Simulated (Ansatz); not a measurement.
Nudged elastic band run: CH7NSi2

The input (input.yaml):

```yaml
crystal:
  periodic: [false, false, false]
  atoms:
    - { symbol: C, position_ang: [-0.62353, 1.435727, -0.339661] }
    - { symbol: "N", position_ang: [-0.085296, 0.126795, -0.038253] }
    - { symbol: Si, position_ang: [0.186829, -0.925254, 1.33483] }
    - { symbol: Si, position_ang: [0.743214, -1.196106, -0.831708] }
    - { symbol: H, position_ang: [-1.009696, 1.476733, -1.372435] }
    - { symbol: H, position_ang: [-1.461222, 1.684391, 0.334141] }
    - { symbol: H, position_ang: [0.134096, 2.235478, -0.236506] }
    - { symbol: H, position_ang: [-1.020173, -1.512543, 1.991626] }
    - { symbol: H, position_ang: [1.134845, -0.45981, 2.392959] }
    - { symbol: H, position_ang: [-0.039388, -1.990152, -1.826797] }
    - { symbol: H, position_ang: [2.105722, -0.932359, -1.387597] }
magnetization:
  spin_polarized: true
basis:
  gaussian: { orbitals: def2-SVP }
hamiltonian:
  xc: b3lyp
  dispersion: d4
neb:
  order_check: false
  images: 5
  f_tol: 0.03
  max_iterations: 60
  initial_path: linear
  final_atoms:
    - { symbol: C, position_ang: [-0.61782297, 1.1895341, -0.07636416] }
    - { symbol: "N", position_ang: [-0.53064236, -0.25269085, 0.18456787] }
    - { symbol: Si, position_ang: [0.46371299, -1.03772094, 1.78362174] }
    - { symbol: Si, position_ang: [0.84441931, -1.33220858, -0.5001131] }
    - { symbol: H, position_ang: [-1.02726496, 1.39292507, -1.08028772] }
    - { symbol: H, position_ang: [-1.25159146, 1.68412532, 0.67767685] }
    - { symbol: H, position_ang: [0.38777844, 1.62747509, -0.01404445] }
    - { symbol: H, position_ang: [-1.45076948, -0.68863131, 0.10945073] }
    - { symbol: H, position_ang: [1.4418788, 0.13960494, 1.69520379] }
    - { symbol: H, position_ang: [0.17897401, -2.35510588, -1.36555129] }
    - { symbol: H, position_ang: [1.6267287, -0.42440697, -1.39356127] }
```

Command:

```bash
$ ansatz run input.yaml --threads 2 --pin off --max-ram 3072MiB --backend cpu --events-out ev --progress --plain --runs-dir out
```

Output, in part (warnings, iteration lines, the closing report on the highest movable image, with atoms numbered from 0):

```
NEB end point (image 0): max|allowed force component| = 4.844e-3 eV/Å (the criterion of neb.relax_end_points is 1.000e-2)
NEB end point (image 6): max|allowed force component| = 1.088e-2 eV/Å (the criterion of neb.relax_end_points is 1.000e-2)
NEB iter   1: max|band force component| = 3.075e0 eV/Å  barrier→ = 3.0873 eV  barrier← = 2.7367 eV  Δτ_max = 0.2000 Å  (217 SCF iters)
NEB iter   2: max|band force component| = 1.804e0 eV/Å  barrier→ = 2.5371 eV  barrier← = 2.1865 eV  Δτ_max = 0.2000 Å  (154 SCF iters)
NEB iter   3: max|band force component| = 1.944e0 eV/Å  barrier→ = 2.3578 eV  barrier← = 2.0072 eV  Δτ_max = 0.0782 Å  (152 SCF iters)
NEB iter   4: max|band force component| = 9.843e-1 eV/Å  barrier→ = 2.2719 eV  barrier← = 1.9213 eV  CI = image 3  Δτ_max = 0.1008 Å  (141 SCF iters)
NEB iter   5: max|band force component| = 6.371e-1 eV/Å  barrier→ = 2.3166 eV  barrier← = 1.9660 eV  CI = image 3  Δτ_max = 0.0718 Å  (141 SCF iters)
NEB iter   6: max|band force component| = 2.651e-1 eV/Å  barrier→ = 2.3211 eV  barrier← = 1.9705 eV  CI = image 3  Δτ_max = 0.0449 Å  (143 SCF iters)
NEB iter   7: max|band force component| = 1.653e-1 eV/Å  barrier→ = 2.3061 eV  barrier← = 1.9555 eV  CI = image 3  Δτ_max = 0.0841 Å  (138 SCF iters)
NEB iter   8: max|band force component| = 2.008e-1 eV/Å  barrier→ = 2.2962 eV  barrier← = 1.9456 eV  CI = image 3  Δτ_max = 0.0415 Å  (146 SCF iters)
NEB iter   9: max|band force component| = 7.760e-2 eV/Å  barrier→ = 2.2899 eV  barrier← = 1.9393 eV  CI = image 3  Δτ_max = 0.0375 Å  (142 SCF iters)
NEB iter  10: max|band force component| = 6.068e-2 eV/Å  barrier→ = 2.2871 eV  barrier← = 1.9365 eV  CI = image 3  Δτ_max = 0.0328 Å  (139 SCF iters)
NEB iter  11: max|band force component| = 4.122e-2 eV/Å  barrier→ = 2.2858 eV  barrier← = 1.9352 eV  CI = image 3  Δτ_max = 0.0134 Å  (143 SCF iters)
NEB iter  12: max|band force component| = 3.697e-2 eV/Å  barrier→ = 2.2856 eV  barrier← = 1.9350 eV  CI = image 3  Δτ_max = 0.0134 Å  (135 SCF iters)
NEB iter  13: max|band force component| = 1.656e-2 eV/Å  barrier→ = 2.2855 eV  barrier← = 1.9349 eV  CI = image 3  Δτ_max = 0.0000 Å  (290 SCF iters)
Total energy: -18388.08424109 eV, -675.7496319687 hartree
Atom 0 at    -0.642950     1.265705    -0.162125 Å, force    -0.001823     0.016784     0.001230 eV/Å
Atom 1 at    -0.612820    -0.183280    -0.199179 Å, force     0.001202    -0.003571     0.004800 eV/Å
Atom 2 at     0.385170    -1.271258     1.508103 Å, force    -0.003138     0.005784    -0.006386 eV/Å
Atom 3 at     0.636293    -1.213797    -0.799724 Å, force     0.006259    -0.006791     0.003158 eV/Å
Atom 4 at    -1.095339     1.634258    -1.101069 Å, force    -0.001705    -0.000987     0.002687 eV/Å
Atom 5 at    -1.280992     1.621682     0.664865 Å, force     0.002434    -0.002294    -0.001567 eV/Å
Atom 6 at     0.349195     1.744368    -0.048795 Å, force    -0.002925    -0.001631    -0.002394 eV/Å
Atom 7 at    -1.049940    -0.723400     1.198046 Å, force     0.007187    -0.001132    -0.000201 eV/Å
Atom 8 at     1.292353    -0.125080     1.923629 Å, force    -0.005567    -0.004473    -0.001812 eV/Å
Atom 9 at     0.216619    -2.301025    -1.718249 Å, force    -0.000130    -0.000981    -0.000907 eV/Å
Atom 10 at     1.867811    -0.505273    -1.244905 Å, force    -0.001794    -0.000709     0.001391 eV/Å
Dipole moment:     0.114084     0.169257    -0.126451 e Å
```

The run converged. Another band between the same ends (5 images) ends at a top of the same energy, where a vibrational analysis finds 1 clearly imaginary mode. The orbitals stay closed-shell, which can raise the energy where a bond breaks towards radicals; this wasn't checked here.

Final band (atoms are numbered from 1 in the order of the input):

| image | path coordinate (Å) | energy (eV) | Si3–H8 (Å) | N2–H8 (Å) |
| --- | --- | --- | --- | --- |
| 0 | 0.00 | 0.00 | 1.49 | 2.77 |
| 1 | 0.72 | 0.14 | 1.48 | 2.66 |
| 2 | 1.43 | 1.10 | 1.45 | 2.18 |
| 3 | 2.15 | 2.29 | 1.57 | 1.56 |
| 4 | 2.69 | 1.22 | 1.97 | 1.06 |
| 5 | 3.23 | 0.56 | 2.34 | 1.01 |
| 6 | 3.77 | 0.35 | 2.57 | 1.02 |

Run time: 4 min on 2 threads of Arm Neoverse V1, with other jobs on the host, peak memory 0.29 GiB.
